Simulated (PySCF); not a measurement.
Species: C₇H₅F₂ (doublet state).
Atom-mapped SMILES: `[F:1][CH:2]([F:3])[c:4]1[c:5][cH:6][cH:7][cH:8][cH:9]1` (hydrogens: H10 on C2; H11 on C6; H12 on C7; H13 on C8; H14 on C9)

The geometry is computed with GFN2-xTB (gas phase). This method treats the open shell by occupation alone, without spin polarisation.

Entries marked ? are missing. Bonds in one row agree within 0.01 Å.

```json
{"coordinate": "F1–C2, C2–F3", "value": "1.360 Å"}
{"coordinate": "C2–C4", "value": "1.503 Å"}
{"coordinate": "C4–C5", "value": "1.366 Å"}
{"coordinate": "C5–C6", "value": "1.362 Å"}
{"coordinate": "C6–C7", "value": "?"}
{"coordinate": "C7–C8", "value": "?"}
{"coordinate": "C8–C9", "value": "1.382 Å"}
{"coordinate": "C4–C9", "value": "?"}
{"coordinate": "C2–H10", "value": "1.100 Å"}
{"coordinate": "C6–H11", "value": "1.079 Å"}
{"coordinate": "C7–H12", "value": "1.080 Å"}
{"coordinate": "C8–H13", "value": "1.080 Å"}
{"coordinate": "C9–H14", "value": "1.080 Å"}
{"coordinate": "F1–C2–F3", "value": "105.6°"}
{"coordinate": "F1–C2–C4", "value": "?"}
{"coordinate": "C2–C4–C5", "value": "122.6°"}
{"coordinate": "C2–C4–C9", "value": "?"}
{"coordinate": "C5–C4–C9", "value": "117.4°"}
{"coordinate": "C4–C5–C6", "value": "124.8°"}
{"coordinate": "C5–C6–C7", "value": "117.4°"}
{"coordinate": "C6–C7–C8", "value": "119.9°"}
{"coordinate": "C7–C8–C9", "value": "120.9°"}
{"coordinate": "C4–C9–C8", "value": "?"}
```

Question: Fill in the missing values.

Answer: 
- C6–C7 = 1.394 Å, aromatic (both ends carbon bonded to 2 C and H); 0.07 Å below the sum of covalent radii, 1.46 Å.
- C7–C8 = 1.384 Å, aromatic (both ends carbon bonded to 2 C and H); 0.08 Å below the sum of covalent radii, 1.46 Å.
- C4–C9 = 1.399 Å, aromatic (ends: carbon bonded to 3 C; carbon bonded to 2 C and H); 0.06 Å below the sum of covalent radii, 1.46 Å.
- F1–C2–C4 = 111.1°, at the carbon bonded to C, 2 F and H; the outer atoms are 2.363 Å apart.
- C2–C4–C9 = 120.0°, at the carbon bonded to 3 C; the outer atoms are 2.514 Å apart.
- C4–C9–C8 = 119.7°, at the carbon bonded to 2 C and H, inside a 6-membered ring; the outer atoms are 2.404 Å apart.

Radii are Cordero's, carbon taken as 0.76, 0.73 or 0.69 Å for four, three, and two or fewer neighbours.

No GFN2-xTB frequencies stand behind this structure, so it isn't proved a minimum. Torsions: F1–C2–C4–C5 121°.

One conformer stands for the species.
